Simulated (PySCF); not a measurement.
# Trend along the second period: MF anions

PBE0 with double-zeta basis sets in PySCF, for the lowest determinant that a PBE0 search found; no spin–orbit coupling. De refers to high-spin ground-configuration atoms (the charge goes to the atom of lower measured ionisation energy or higher electron affinity, which is not always the lowest computed limit). A positive dipole points towards F; it is taken about the centre of mass and depends on that origin.

```tsv
M	basis	charged atom	state (unpaired electrons)	Re (Å)	ωe (cm⁻¹)	De (eV)	μ (D)
Li	aug-cc-pVDZ	F−	doublet (σ ↑)	1.638	772	2.85	7.94
Be	def2-SVPD	F−	singlet (closed shell)	1.465	988	3.43	5.81
C	aug-cc-pVDZ	F−	triplet (π ↑↑)	1.440	803	3.03	3.57
O	aug-cc-pVDZ	F−	singlet (closed shell)	1.493	827	1.04	1.71
F	aug-cc-pVDZ	F−	doublet (σ ↑)	1.981	386	1.67	n/a
```

By what factor does the harmonic wavenumber vary along the series?

At PBE0 it runs from 386 cm⁻¹ (F₂⁻) to 988 cm⁻¹ (BeF⁻), a factor of 2.56.

The rows differ in basis set, which adds steps of its own.

The state changes along the series, so neighbouring rows are not always alike in their bonding.

For an ion De counts to the pair picked by the measured ionisation energies or electron affinities, which need not be the lowest pair at this level. The highest Kohn–Sham level is positive in some of these anions. Much of that is self-interaction error, but it also means that the finite basis helps to hold the extra electron. States were picked by a PBE0 search and need not be the measured ground states.
